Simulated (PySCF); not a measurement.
Isomers of C4H9ClOSi and their computed core-level spectra.

Computed with PySCF 2.14.0, delta-SCF UKS SCAN, pcX-2 on the ionised atom, pcseg-1 elsewhere, spin-free X2C. Geometries: PBE0-D3(BJ)/def2-SVP; isolated species, one conformer each.

Line lists (1s up to Mg, 2p3/2 beyond; areas count atoms within a level, one atom standing for each set equivalent by bonding):
1. C 1s: 290.44 (area 1), 290.91 (area 1), 292.19 (area 1), 292.40 (area 1) eV; O 1s: 537.89 eV; Si 2p3/2: 107.25 eV; Cl 2p3/2: 205.97 eV
2. C 1s: 290.40 (area 1), 290.97 (area 1), 292.22 (area 1), 292.27 (area 1) eV; O 1s: 538.65 eV; Si 2p3/2: 107.54 eV; Cl 2p3/2: 205.76 eV
3. C 1s: 290.44 (area 1), 290.93 (area 1), 290.94 (area 1), 292.47 (area 1) eV; O 1s: 538.19 eV; Si 2p3/2: 107.71 eV; Cl 2p3/2: 205.58 eV
4. C 1s: 289.77 (area 1), 290.99 (area 1), 291.96 (area 1), 292.28 (area 1) eV; O 1s: 538.47 eV; Si 2p3/2: 107.58 eV; Cl 2p3/2: 206.17 eV
5. C 1s: 290.09 (area 1), 290.53 (area 1), 290.73 (area 1), 291.75 (area 1) eV; O 1s: 538.44 eV; Si 2p3/2: 107.18 eV; Cl 2p3/2: 206.10 eV

Structures:
A. `C=CC[Si@@H](O)CCl`
B. `CO[C@@H]1C[C@H]1[SiH2]Cl`
C. `CO[Si@@H](Cl)C1CC1`
D. `C1[C@@H](CCl)O[SiH2]C1`
E. `C=C(C)O[SiH2]CCl`

Q: Which list belongs to which compound?

A: 
- 1 = D: another candidate has the same counts of sites, so positions decide. C 1s: 290.44 sp3 carbon bound to silicon, 290.91 ring CH2 carbon, 292.19 sp3 C–Cl carbon, 292.40 sp3 carbon bound to oxygen; O 1s: 537.89 silyl ether oxygen; Si 2p3/2: 107.25 oxygen-bound silicon; Cl 2p3/2: 205.97 alkyl chlorine.
- 2 = B: another candidate has the same counts of sites, so positions decide. C 1s: 290.40 sp3 carbon bound to silicon, 290.97 three-membered-ring carbon, 292.22 methoxy carbon, 292.27 sp3 carbon bound to oxygen; O 1s: 538.65 ether oxygen; Si 2p3/2: 107.54 chlorine-bound silicon; Cl 2p3/2: 205.76 silicon-bound chlorine.
- 3 = C: another candidate has the same counts of sites, so positions decide. C 1s: 290.44 sp3 carbon bound to silicon, 290.93 three-membered-ring carbon, 290.94 three-membered-ring carbon, 292.47 methoxy carbon; O 1s: 538.19 silyl ether oxygen; Si 2p3/2: 107.71 chlorine-bound silicon; Cl 2p3/2: 205.58 silicon-bound chlorine.
- 4 = E: another candidate has the same counts of sites, so positions decide. C 1s: 289.77 terminal =CH2 carbon, 290.99 allylic carbon, 291.96 sp3 C–Cl carbon, 292.28 vinylic carbon bearing oxygen; O 1s: 538.47 silyl ether oxygen; Si 2p3/2: 107.58 oxygen-bound silicon; Cl 2p3/2: 206.17 alkyl chlorine.
- 5 = A: another candidate has the same counts of sites, so positions decide. C 1s: 290.09 terminal =CH2 carbon, 290.53 sp3 carbon bound to silicon, 290.73 alkene CH carbon, 291.75 sp3 C–Cl carbon; O 1s: 538.44 silanol oxygen; Si 2p3/2: 107.18 oxygen-bound silicon; Cl 2p3/2: 206.10 alkyl chlorine.

The 2p values add to the ΔSCF energy of one spin-free hole a correction within the shell (spin–orbit coupling, ligand field). 1 of these hole states is spin-contaminated (⟨S²⟩ 0.86, against 0.75; counted from 0.85) and less certain.
